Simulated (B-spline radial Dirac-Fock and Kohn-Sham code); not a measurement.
# The L3-M45M45 Auger spectrum of Ho³⁺

System: the Ho³⁺ ion, [Xe] 4f10.

Input of the calculation (task.json; shells as n, l, electrons):

```json
{"items": [{
  "Z": 67,
  "q": 3,
  "cfg": [[1, 0, 2], [2, 0, 2], [2, 1, 6], [3, 0, 2], [3, 1, 6], [3, 2, 10], [4, 0, 2], [4, 1, 6], [4, 2, 10], [4, 3, 10], [5, 0, 2], [5, 1, 6]],
  "A": 165,
  "rrms": 5.2022,
  "do": ["binding", "quiet", "double"]
}]}
```

Command: `python xray_run.py task.json out`

The computed values come from a radial atomic solver: Dirac-Fock (average of configuration) total-energy differences with a finite nucleus, the Breit interaction including its frequency dependence, and self-energy and vacuum-polarisation corrections. The two-hole levels come from diagonalising the Coulomb interaction among the jj configurations; intensities are independent-particle Coulomb rates. Kinetic energies are from the vacuum level. Electron correlation is not included. Open outer shells are spectators and are not coupled to the holes.

| kinetic energy (eV) | J | leading jj holes (weight) | leading LS term (weight) | intensity (%) |
| --- | --- | --- | --- | --- |
| 5167.7 | 0 | M4M4 (0.97) | ¹S0 (0.57) | 0.7 |
| 5189.0 | 2 | M4M4 (0.98) | ³F2 (0.55) | 2.9 |
| 5218.7 | 4 | M4M5 (0.98) | ¹G4 (0.89) | 50.1 |
| 5220.0 | 1 | M4M5 (1.00) | ³P1 (1.00) | 0.6 |
| 5224.1 | 2 | M4M5 (0.98) | ³P2 (0.52) | 5.5 |
| 5232.1 | 3 | M4M5 (1.00) | ³F3 (1.00) | 7.7 |
| 5245.1 | 0 | M5M5 (0.97) | ³P0 (0.57) | 1.3 |
| 5261.0 | 2 | M5M5 (1.00) | ¹D2 (0.50) | 8.6 |
| 5268.7 | 4 | M5M5 (0.98) | ³F4 (0.89) | 22.5 |

The strongest line, by its leading LS label ¹G4, lies at 5218.7 eV. The mean weight of the leading component is 0.99 in jj and 0.72 in LS coupling, so jj labels describe these levels better.
